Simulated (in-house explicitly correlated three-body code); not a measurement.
Values are calculated unless marked as measured or tabulated.
## Taking the two-electron ground state apart, Z = 2.9

A variational code in 260 exponentially correlated functions gives, for two electrons around a point charge Z = 2.9 (non-relativistic, fixed nucleus, atomic units): E = -6.7523259, <1/r> = 2.587951 per electron, <1/r12> = 1.505462. From its density, U = 3.176955 (Hartree energy) and T_s = 6.712723 (kinetic energy of the doubly filled orbital √(n/2)). Further, <r²> = 0.482964 per electron, <r12²> = 1.00441 and <p1·p2> = 0.275885.

(1) Check the virial theorem, and compare with the screened hydrogenic estimate.

(2) Find the exchange and correlation energies of density-functional theory.

(3) What do the second moments say about angular correlation and diamagnetism?

(4) How does a model nuclear mass of 5.8 u change the ionisation energy, to first order in m/M (1 hartree = 27.211386 eV)?

## Answers

(1) V = −2Z<1/r> + <1/r12> = -15.010116 + 1.505462 = -13.504654, and 2E = -13.504652, so T = −E = 6.752326. A product of 1s orbitals with exponent Z − 5/16 = 2.5875 gives −2.5875² = -6.69516, which is 57.2 millihartree too high.

(2) For two electrons in one orbital E_x = −U/2 = -1.588477. The potential part of correlation is U_c = <1/r12> − U − E_x = -0.083015, the kinetic part T_c = T − T_s = 0.039603, and E_c = T_c + U_c = -0.043413 hartree. Restricted Hartree-Fock gives -6.708932, so the correlation energy of wave-function theory is -0.043394.

(3) From r12² = r1² + r2² − 2 r1·r2, <r1·r2> = <r²> − <r12²>/2 = -0.01924 bohr². It vanishes for a product of s orbitals, and its negative sign shows that the electrons favour opposite sides of the nucleus. The Langevin susceptibility is −0.79199e-6 × 2<r²> = -0.765e-6 cm³/mol.

(4) m/M = 1/(5.8 × 1822.8885) = 9.45827e-05. With a fixed nucleus the second electron is bound by −Z²/2 − E = 2.547326 hartree = 69.3163 eV. The reduced mass scales this by 1 − m/M, a change of -6.556 meV. The mass-polarisation term raises the two-electron state by (m/M)<p1·p2> = 26.09 microhartree, a further -0.710 meV. The sum is 69.3090 eV, before relativistic and QED terms.
